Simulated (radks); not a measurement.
Results of a calculation; reference values are marked as such.
F2.25+, 6.75 electrons, occupied as [He] 2s2 2p(up 1.75, down 1) (fractional occupations, a model configuration).

Code: a radial shooting solver on a logarithmic mesh with Libxc functionals. Model: scalar-relativistic Kohn-Sham, r2SCAN, spin-polarised, spherical densities, finite nucleus; meta-GGA in the generalised Kohn-Sham scheme; Fermi nuclear charge, rms radius 2.8976 fm.

Energy parts (eV):
total: -2643.870
kinetic: 2643.538
electron-nucleus: -6023.557
Hartree: 979.265
exchange-correlation: -243.117

Orbitals (lengths in bohr, moments of r in powers of bohr; <r^-3> diverges for s and p1/2):
| orbital | occ. | eigenvalue (eV) | <1/r> | <r^-3> |
|---|---|---|---|---|
| 1s up | 1 | -724.6616 | 8.637 | - |
| 1s down | 1 | -723.6744 | 8.647 | - |
| 2s up | 1 | -76.3087 | 1.612 | - |
| 2s down | 1 | -74.0218 | 1.592 | - |
| 2p up | 1.75 | -56.0992 | 1.501 | 10.87 |
| 2p down | 1 | -53.5547 | 1.481 | 10.57 |

The highest occupied level is 2p down at -53.555 eV. The spin density at the nucleus is 0.0055 e/bohr^3 (1s -0.4503, 2s 0.4558).
